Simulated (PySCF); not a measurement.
Ionisation energy of Br by level of theory

Br [Ar] 3d10 4s2 4p5 (2P) → Br+ [Ar] 3d10 4s2 4p4 (3P), as a difference of total energies. Computed with PySCF 2.14 in x2c-TZVPPall with one added diffuse shell each of s, p, d type (7s6p5d1f, 57 functions), with scalar relativity by spin-free X2C-1e. Correlated levels: valence: [Ar] 3d10 frozen; valence and next inner shell: [Ne] frozen. The calculations carry no spin-orbit coupling.

```json
{"method": "UHF", "ionisation energy (eV)": "10.721", "error (eV)": "-1.123"}
{"method": "LDA", "ionisation energy (eV)": "12.079", "error (eV)": "+0.235"}
{"method": "PBE", "ionisation energy (eV)": "11.793", "error (eV)": "-0.051"}
{"method": "PBE0", "ionisation energy (eV)": "11.799", "error (eV)": "-0.045"}
{"method": "r2SCAN", "ionisation energy (eV)": "11.862", "error (eV)": "+0.018"}
{"method": "wB97X-V", "ionisation energy (eV)": "11.886", "error (eV)": "+0.042"}
{"method": "HSE06", "ionisation energy (eV)": "11.822", "error (eV)": "-0.022"}
{"method": "BHandHLYP", "ionisation energy (eV)": "11.760", "error (eV)": "-0.084"}
{"method": "TPSSh", "ionisation energy (eV)": "11.814", "error (eV)": "-0.030"}
{"method": "MP2 (valence)", "ionisation energy (eV)": "11.543", "error (eV)": "-0.301"}
{"method": "SCS-MP2 (valence)", "ionisation energy (eV)": "11.541", "error (eV)": "-0.303"}
{"method": "MP2 (valence and next inner shell)", "ionisation energy (eV)": "11.594", "error (eV)": "-0.250"}
{"method": "SCS-MP2 (valence and next inner shell)", "ionisation energy (eV)": "11.573", "error (eV)": "-0.271"}
```

Reference: 11.844 eV (measured; NIST levels, between the centres of gravity of the two terms).

Errors of the correlated levels include the incompleteness of this basis and the frozen core.
